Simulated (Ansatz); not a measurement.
Gas-phase electronic energies from Ansatz, PBE0-D4/def2-TZVP geometries. CCSD(T)/CBS is the MP2 limit (def2-TZVPP, def2-QZVPP) plus CCSD(T) − MP2 in def2-TZVPP, frozen cores. This one scheme is used for every species. DFT in def2-TZVPP. One conformer a species, not always the lowest.

Reaction (formal exchange of groups at the Al–Si bond): `C[SiH2][Al]([F])[Cl]` + `C#C` → `C#[C][Al]([F])[Cl]` + `C[SiH3]`

CCSD(T)/CBS gives -12.6 kcal/mol.

Another level gave -12.5 kcal/mol. Which?
A. r2SCAN-D4/def2-TZVPP
B. B2PLYP/def2-TZVPP
C. PBE0-D4/def2-TZVPP
D. SCS-MP2/def2-TZVPP

A. r2SCAN-D4 -12.5, PBE0-D4 -9.6, SCS-MP2/def2-TZVPP -15.3, B2PLYP -13.6 kcal/mol.

Largest T1 diagnostic among the species: 0.013.

In def2-TZVPP, CCSD(T) changes the Hartree–Fock value by +2.9 kcal/mol (the triples alone add +0.2 kcal/mol) and MP2 by +1.1 kcal/mol. From PBE to PBE0 (25 % exact exchange), in def2-TZVPP and without D4, ΔE moves by −1.1 kcal/mol.
